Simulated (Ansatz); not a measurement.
`F/C=[CH]/[AlH2]` + `ClC1(Cl)BO1` → `[AlH2][C]1(Cl)BO1` + `F/C=C/Cl` at 600 K and 1 bar (formal exchange of groups at the Al–C bond).

Gas-phase electronic energies from Ansatz, PBE0-D4/def2-TZVP geometries. CBS: MP2 limit from def2 TZ/QZ plus the TZ coupled-cluster correction, frozen cores. Double bonds are as drawn, so ΔE can hold a change between cis and trans.

```json
{"species": "`F/C=[CH]/[AlH2]`", "CCSD(T)/CBS energy (Eh)": "-420.27327", "H − E (kJ/mol)": "174.7", "S (J/(mol·K))": "380.5"}
{"species": "`ClC1(Cl)BO1`", "CCSD(T)/CBS energy (Eh)": "-1058.15080", "H − E (kJ/mol)": "106.5", "S (J/(mol·K))": "371.9"}
{"species": "`[AlH2][C]1(Cl)BO1`", "CCSD(T)/CBS energy (Eh)": "-841.58076", "H − E (kJ/mol)": "151.4", "S (J/(mol·K))": "427.7"}
{"species": "`F/C=C/Cl`", "CCSD(T)/CBS energy (Eh)": "-636.83467", "H − E (kJ/mol)": "130.1", "S (J/(mol·K))": "337.2"}
```

H − E and S are ideal-gas, rigid-rotor, harmonic terms from PBE0-D4/def2-TZVP, for one conformer and one mirror image of each species. 1 Eh = 2625.50 kJ/mol, R = 8.31446 J/(mol·K).

Q: By hand: ΔE, ΔH, ΔS and ΔG.

A: ΔE = (-841.58076) + (-636.83467) − (-420.27327) − (-1058.15080) = 0.00864 Eh = 22.7 kJ/mol. Δ(H − E) = 151.4 + 130.1 − 174.7 − 106.5 = 0.3, so ΔH = 23.0 kJ/mol. ΔS = 427.7 + 337.2 − 380.5 − 371.9 = 12.5 J/(mol·K). ΔG = 23.0 − 600 × (12.5)/1000 = 15.5 kJ/mol.

Q: By hand: the equilibrium constant, and the temperature at which ΔG would vanish if ΔH and ΔS stayed fixed.

A: log₁₀ K = −ΔG/(RT ln 10) = -1.3. ΔG = 0 at ΔH/ΔS = 1840 K, though so small a ΔS makes that figure unsure.

The number of gas molecules stays the same, so ΔS is small and ΔH decides. A doubt of 5 kJ/mol in ΔE shifts log₁₀ K by 0.4 here. Other conformers and mirror images would add mixing entropy, several J/(mol·K) or more a flexible species. These are equilibria of isolated gas molecules and say nothing of rates. Largest T1 diagnostic: 0.015 (customary marks: 0.02 for closed shells, 0.045 for open ones).
